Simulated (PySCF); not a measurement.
**A barrier at the coupled-cluster level**

Start structure (CH5GaO, closed shell), relaxed at PBE0-D4/def2-TZVP:

Ga1  (-0.423, -0.552, -0.200)
H2  (-1.779, -1.058, -0.804)
O3  (0.732, -1.817, 0.335)
H4  (0.420, -2.713, 0.204)
C5  (0.213, 1.276, 0.061)
H6  (1.196, 1.271, 0.533)
H7  (-0.480, 1.840, 0.690)
H8  (0.281, 1.798, -0.896)
(Å)

The step: CH₅GaO ([CH3][GaH][OH]) → CH₃GaO ([CH3][Ga][O]) + H₂; bonds formed: H2–H4; bonds broken: Ga1–H2, O3–H4. PySCF 2.14 with density fitting (its default auxiliary sets; JK sets also for MP2 and CCSD(T)); basis: def2-TZVPP and def2-QZVPP; cores frozen in the correlated methods. Filled d shells of the heavier atoms are correlated. The def2 sets are not built for correlating such inner shells, so the correlated values are less sure here. Extrapolation: Hartree–Fock as exp(−7.88 √X), correlation as X^−2.97. Energies below are by CCSD(T) at an estimated basis limit (MP2 extrapolated from triple and quadruple zeta, plus CCSD(T) − MP2 in triple zeta).

(1) What are the electronic barrier and the energy of the step, from the start structure to the end structure? (To be estimated.)

T1 diagnostic: at most 0.025.

Results:

(1) By the calculation: Barrier 67.72 kcal/mol; step energy 46.78 kcal/mol (uphill); reverse barrier, their difference, 20.94 kcal/mol. Barrier and step energy count from the start structure, the reverse barrier from the end structure.

The saddle point: One imaginary mode of 1360i cm⁻¹.
| pair | start (Å) | saddle (Å) | end (Å) |
| --- | --- | --- | --- |
| H2–H4 | 2.93 | 0.95 | 0.75 |
| Ga1–H2 | 1.57 | 2.02 | 3.25 |
| O3–H4 | 0.96 | 1.43 | 2.94 |

Zero-point energy (harmonic, PBE0-D4): ZPE is 35.17 kcal/mol at the start and 32.21 kcal/mol at the saddle, so the barrier goes from 67.72 to 64.75 kcal/mol.

Labels in which every atom is bracketed show which atoms are joined, not bond orders.

For scale, one of the runs: CCSD(T)/def2-TZVPP, 180 basis functions, launched by `OMP_NUM_THREADS=4 python run.py`. The run took 5 min on 4 CPU threads of an Arm Neoverse V2 (shared host), with 2 GiB of host memory at its peak.
